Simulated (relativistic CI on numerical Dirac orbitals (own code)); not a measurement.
**Hyperfine structure of La24+, mass number 139**

Method of calculation: Dirac-Coulomb-Breit CI, orbitals from a KLI potential per configuration, QED by a radiative potential, unscaled Slater integrals (own radial code, finite nucleus).

Configurations in the expansion (outside the closed core [Ar] 3d10): 4s²4p³, 4s4p⁴, 4s²4p²4d, 4p⁵, 4s4p³4d, 4s²4p²4f, 4s4p³4f, 4p⁴4d, 4s4p²4d², 4s²4p4d4f, 4p⁴4f, 4s²4p4d², 4s²4d³, 4s4p4d³, 4s²4d²4f, 4s4p4d²4f, 4p³4d², 4p²4d³, 4p²4d²4f. Double excitations out of closed p, d and f shells are left out; levels of such configurations are missing from the list, as are those of other unlisted configurations, and high levels can miss mixing partners.

Nuclear spin I = 7/2, μ = 2.7791 μN, Q = 0.206 b (tables of Stone and Pyykkö). The electronic factors are computed for point nuclear moments, without core polarisation or the Bohr-Weisskopf and QED corrections.

| Level | E (cm⁻¹) | A (GHz) | B (GHz) |
| --- | --- | --- | --- |
| 4s²4p³ ²D°5/2 | 179540 | 32.3 | -0.0102 |
| 4s²4p³ ²P°1/2 | 218510 | 100.7 |  |
| 4s²4p³ ²P°3/2 | 371598 | 15.91 | -8.23 |
| 4s4p⁴ ⁴P5/2 | 602307 | 73.79 | 3.58 |
| 4s4p⁴ ⁴P1/2 | 683960 | 268 |  |
| 4s4p⁴ ²D5/2 | 818490 | 75.22 | -9.64 |

Levels with J = 0, under 50 % of one LS term, or S terms without an open s electron are left out. Small factors come from cancelling terms and can be off by tens of per cent or more.

At this charge energies of transitions that change n are usually good to better than 1 %, and those within a shell (Δn = 0) to a few per cent.

Task: Give the hyperfine levels of 4s²4p³ ²P°1/2 relative to its centre of gravity.

Result: With K = F(F + 1) − I(I + 1) − J(J + 1), E = AK/2: F = 3: -226.7, F = 4: 176.3 GHz.

LS names give the leading component of a level, which can be under half, so a name can repeat, a term be missing and a line seem to break the LS rules.
